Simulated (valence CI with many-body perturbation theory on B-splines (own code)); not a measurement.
## E1 transitions of Ar XI

Level of theory: relativistic CI+MBPT: six valence electrons over a frozen Dirac-Fock core [He], radial functions for each j: 9 s, 9 p, 8 d, 6 f, 3 g, 1 h, with the one-electron correlation potential Σ1 (screened to all orders), the two-electron term Σ2, the three-electron term Σ3, Breit, model QED; selected single and double excitations, second order for the rest, scaled by the run's own slope (own B-spline code, finite nucleus).

No measured spectrum was set against this ion. As an estimate, levels of excited configurations hold to 0.05 to 0.15 % of their energy, terms of the ground configuration to about 0.5 %. Among the levels kept, up to 3000 cm⁻¹ of a level comes from second order outside the variational space, and about a tenth of that is noise between levels of different J, which matters for small intervals.

Lines 151 to 196 of 196 in falling wavelength, among levels below 356.65 eV, chosen from the strongest by gf and those to the six lowest levels. Wavelengths and rates use the calculated energies, so an error of 1000 cm⁻¹ moves a line at 39.77 Å by 0.04 % and its rate by three times that or more. Electric multipoles are in the length gauge, E1 and E2 with the static RPA response of the core. Weak lines are less certain than strong ones. Lines between different terms over intervals too small for the method are left out, as are lines whose strength nearly cancels. The highest levels of a list are the least certain.

| λ vac (Å) | Upper | Lower | A (s⁻¹) | S (a.u.) with core polarisation | S without |
| --- | --- | --- | --- | --- | --- |
| 39.77 | 2s²2p³3s ³D°_1 | 2s²2p⁴ ¹D_2 | 4.48e+09 | 4.17e-04 | 4.15e-04 |
| 39.76 | 2s²2p³3s ³D°_2 | 2s²2p⁴ ¹D_2 | 7.27e+08 | 1.13e-04 | 1.12e-04 |
| 39.74 | 2s²2p³3s ³S°_1 | 2s²2p⁴ ³P_2 | 3.31e+11 | 3.08e-02 | 3.07e-02 |
| 39.73 | 2s²2p³3s ³D°_3 | 2s²2p⁴ ¹D_2 | 2.71e+09 | 5.86e-04 | 5.84e-04 |
| 39.49 | 2s²2p³3s ¹D°_2 | 2s²2p⁴ ¹D_2 | 4.20e+11 | 6.39e-02 | 6.36e-02 |
| 38.93 | 2s²2p³3s ³D°_1 | 2s²2p⁴ ³P_0 | 7.12e+10 | 6.22e-03 | 6.20e-03 |
| 38.90 | 2s²2p³3s ³P°_1 | 2s²2p⁴ ¹D_2 | 8.24e+09 | 7.18e-04 | 7.15e-04 |
| 38.88 | 2s²2p³3s ³D°_1 | 2s²2p⁴ ³P_1 | 9.91e+10 | 8.62e-03 | 8.59e-03 |
| 38.87 | 2s²2p³3s ³D°_2 | 2s²2p⁴ ³P_1 | 9.58e+10 | 1.39e-02 | 1.38e-02 |
| 38.85 | 2s²2p³3s ³P°_2 | 2s²2p⁴ ¹D_2 | 3.67e+10 | 5.31e-03 | 5.29e-03 |
| 38.66 | 2s²2p³3s ³D°_1 | 2s²2p⁴ ³P_2 | 8.54e+09 | 7.31e-04 | 7.28e-04 |
| 38.65 | 2s²2p³3s ³D°_2 | 2s²2p⁴ ³P_2 | 8.34e+10 | 1.19e-02 | 1.18e-02 |
| 38.63 | 2s²2p³3s ¹P°_1 | 2s²2p⁴ ¹D_2 | 2.19e+11 | 1.87e-02 | 1.86e-02 |
| 38.62 | 2s²2p³3s ³D°_3 | 2s²2p⁴ ³P_2 | 1.77e+11 | 3.52e-02 | 3.50e-02 |
| 38.61 | 2s²2p³3s ¹D°_2 | 2s²2p⁴ ³P_1 | 8.23e+09 | 1.17e-03 | 1.16e-03 |
| 38.40 | 2s²2p³3s ¹D°_2 | 2s²2p⁴ ³P_2 | 1.56e+10 | 2.19e-03 | 2.18e-03 |
| 38.11 | 2s²2p³3s ³P°_1 | 2s²2p⁴ ³P_0 | 8.80e+10 | 7.21e-03 | 7.18e-03 |
| 38.07 | 2s²2p³3s ³P°_0 | 2s²2p⁴ ³P_1 | 1.74e+11 | 4.74e-03 | 4.72e-03 |
| 38.05 | 2s²2p³3s ³P°_1 | 2s²2p⁴ ³P_1 | 3.60e+10 | 2.93e-03 | 2.92e-03 |
| 38.00 | 2s²2p³3s ³P°_2 | 2s²2p⁴ ³P_1 | 7.43e+10 | 1.01e-02 | 1.00e-02 |
| 37.84 | 2s²2p³3s ¹P°_1 | 2s²2p⁴ ³P_0 | 1.53e+09 | 1.23e-04 | 1.22e-04 |
| 37.84 | 2s²2p³3s ³P°_1 | 2s²2p⁴ ³P_2 | 4.73e+10 | 3.80e-03 | 3.78e-03 |
| 37.83 | 2s²2p³3d ⁵D°_1 | 2s²2p⁴ ¹S_0 | 7.38e+05 | 5.92e-08 | 5.92e-08 |
| 37.79 | 2s²2p³3s ¹P°_1 | 2s²2p⁴ ³P_1 | 5.04e+07 | 4.02e-06 | 3.99e-06 |
| 37.79 | 2s²2p³3s ³P°_2 | 2s²2p⁴ ³P_2 | 7.89e+10 | 1.05e-02 | 1.05e-02 |
| 37.58 | 2s²2p³3s ¹P°_1 | 2s²2p⁴ ³P_2 | 7.86e+08 | 6.18e-05 | 6.15e-05 |
| 37.35 | 2s²2p³3d ³D°_1 | 2s²2p⁴ ¹S_0 | 3.42e+06 | 2.64e-07 | 2.63e-07 |
| 36.76 | 2s²2p³3d ⁵D°_1 | 2s²2p⁴ ¹D_2 | 5.64e+06 | 4.15e-07 | 4.16e-07 |
| 36.76 | 2s²2p³3d ⁵D°_2 | 2s²2p⁴ ¹D_2 | 1.95e+06 | 2.39e-07 | 2.39e-07 |
| 36.76 | 2s²2p³3d ⁵D°_3 | 2s²2p⁴ ¹D_2 | 1.48e+07 | 2.55e-06 | 2.55e-06 |
| 36.32 | 2s²2p³3d ³D°_2 | 2s²2p⁴ ¹D_2 | 2.64e+09 | 3.12e-04 | 3.12e-04 |
| 36.31 | 2s²2p³3d ³D°_1 | 2s²2p⁴ ¹D_2 | 1.12e+09 | 7.90e-05 | 7.91e-05 |
| 36.30 | 2s²2p³3d ³D°_3 | 2s²2p⁴ ¹D_2 | 3.66e+09 | 6.05e-04 | 6.06e-04 |
| 36.05 | 2s²2p³3d ⁵D°_1 | 2s²2p⁴ ³P_0 | 7.06e+08 | 4.90e-05 | 4.90e-05 |
| 36.00 | 2s²2p³3d ⁵D°_0 | 2s²2p⁴ ³P_1 | 4.54e+09 | 1.05e-04 | 1.05e-04 |
| 36.00 | 2s²2p³3d ⁵D°_1 | 2s²2p⁴ ³P_1 | 1.27e+09 | 8.76e-05 | 8.78e-05 |
| 36.00 | 2s²2p³3d ⁵D°_2 | 2s²2p⁴ ³P_1 | 1.18e+08 | 1.36e-05 | 1.36e-05 |
| 35.82 | 2s²2p³3d ⁵D°_1 | 2s²2p⁴ ³P_2 | 2.46e+09 | 1.67e-04 | 1.68e-04 |
| 35.82 | 2s²2p³3d ⁵D°_2 | 2s²2p⁴ ³P_2 | 2.87e+09 | 3.26e-04 | 3.26e-04 |
| 35.82 | 2s²2p³3d ⁵D°_3 | 2s²2p⁴ ³P_2 | 3.70e+08 | 5.88e-05 | 5.89e-05 |
| 35.61 | 2s²2p³3d ³D°_1 | 2s²2p⁴ ³P_0 | 4.53e+11 | 3.03e-02 | 3.03e-02 |
| 35.58 | 2s²2p³3d ³D°_2 | 2s²2p⁴ ³P_1 | 5.50e+11 | 6.11e-02 | 6.11e-02 |
| 35.56 | 2s²2p³3d ³D°_1 | 2s²2p⁴ ³P_1 | 3.49e+11 | 2.32e-02 | 2.32e-02 |
| 35.39 | 2s²2p³3d ³D°_2 | 2s²2p⁴ ³P_2 | 2.39e+11 | 2.62e-02 | 2.62e-02 |
| 35.38 | 2s²2p³3d ³D°_1 | 2s²2p⁴ ³P_2 | 2.85e+10 | 1.87e-03 | 1.87e-03 |
| 35.37 | 2s²2p³3d ³D°_3 | 2s²2p⁴ ³P_2 | 8.56e+11 | 1.31e-01 | 1.31e-01 |
